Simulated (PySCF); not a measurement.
First hyperpolarisability: SMILES CCNCCCC, C6H15N

Cartesian coordinates in Å; atom numbers follow the order of the lines, from 1:
```xyz
22

C    -3.6031   -0.5779    0.0477
C    -2.4933    0.4517    0.1887
C    -1.0962   -0.1518    0.1656
C     0.0110    0.8854    0.3548
N     1.3694    0.3937    0.3623
C     1.8676   -0.1287   -0.8899
C     3.3252   -0.5308   -0.7697
H    -3.5149   -1.1330   -0.9001
H    -3.5678   -1.3172    0.8640
H    -4.5988   -0.1093    0.0667
H    -2.6288    1.0169    1.1282
H    -2.5771    1.1992   -0.6201
H    -0.9474   -0.6903   -0.7867
H    -1.0109   -0.9152    0.9615
H    -0.0685    1.6484   -0.4408
H    -0.1670    1.4267    1.3013
H     1.4936   -0.2941    1.1027
H     1.7671    0.6674   -1.6491
H     1.2849   -0.9914   -1.2832
H     3.9283    0.3159   -0.4096
H     3.4502   -1.3599   -0.0537
H     3.7279   -0.8671   -1.7367
```

Theory: PySCF 2.14.0, quadratic response CAM-B3LYP/aug-cc-pVDZ first hyperpolarisability, Taylor convention, gas phase. Geometry: PBE0-D3(BJ)/def2-SVP.

(1) Give β for the processes computed.

(2) Which lowest excitations, dipole and polarisabilities go with it?

Results:

(1) In 10⁻³⁰ esu, Taylor convention; the vector part is βᵢ = ⅓ Σⱼ (βᵢⱼⱼ + βⱼᵢⱼ + βⱼⱼᵢ); β∥ is 3/5 of the vector part along the dipole, the dipole points from − to +:
| process | λ (nm) | β vector norm | β∥ | β HRS | depolarisation ratio |
| --- | --- | --- | --- | --- | --- |
| static β(0;0,0) | ∞ | 0.34 | -0.19 | 0.26 | 2.04 |
| second harmonic β(−2ω;ω,ω) | 1907 | 0.35 | -0.19 | 0.27 | 2.01 |
| Pockels β(−ω;ω,0) | 1907 | 0.35 | -0.19 | – | – |
| second harmonic β(−2ω;ω,ω) | 1064 | 0.37 | -0.20 | 0.30 | 1.96 |
| Pockels β(−ω;ω,0) | 1064 | 0.35 | -0.19 | – | – |

(2) S1 5.41 eV (f = 0.007); S2 5.86 eV (f = 0.008); S3 6.01 eV (f = 0.010); dipole 0.96 D; isotropic α 87.6 au static, 87.8 au at 1907 nm, 88.3 au at 1064 nm, 88.4 au at 953.5 nm, 90.3 au at 532 nm.
